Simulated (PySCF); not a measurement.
Correlation energy of F+ (fluorine, charge +1)

Starting occupation: [He] 2s2 2p4, 2p1/2 with m_j = +1/2, 2p3/2 with m_j = -1/2, +1/2, +3/2. Computed with PySCF 2.14 in x2c-TZVPall-2c with one added diffuse shell each of s, p, d type (6s4p3d1f, 40 functions), with X2C-1e with screened-nucleus spin-orbit coupling, Gaussian nucleus. Frozen: 1s2; 6 electrons correlated.

MP2 pair energies summed by pair of shells (mhartree):

```csv
pair,energy,share (%)
2p-2p,-67.87,46.8
2p-2s,-67.46,46.5
2s-2s,-9.83,6.8
```

Total MP2 correlation energy: -145.17 mhartree.

The GHF reference relaxed away from the jj start to a determinant that is no pure jj level (⟨S²⟩ = 2.00, ⟨J²⟩ = 6.01); the energies belong to that determinant.
